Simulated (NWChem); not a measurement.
Species: CH₃F₃Ge; SMILES F[C](F)(F)[GeH3]

Give the equilibrium geometry at B3LYP/6-31G* (spherical d) (NWChem) as an XYZ file, with the point group.

point group C3v; any orientation.
```
8

Ge     0.0012     1.1384     0.0010
C     -0.0008    -0.8643    -0.0009
F      0.3268    -1.3661     1.2131
F      0.8864    -1.3648    -0.8926
F     -1.2170    -1.3633    -0.3244
H     -1.0363     1.6053     1.0397
H     -0.3786     1.6072    -1.4163
H      1.4196     1.6035     0.3814
```
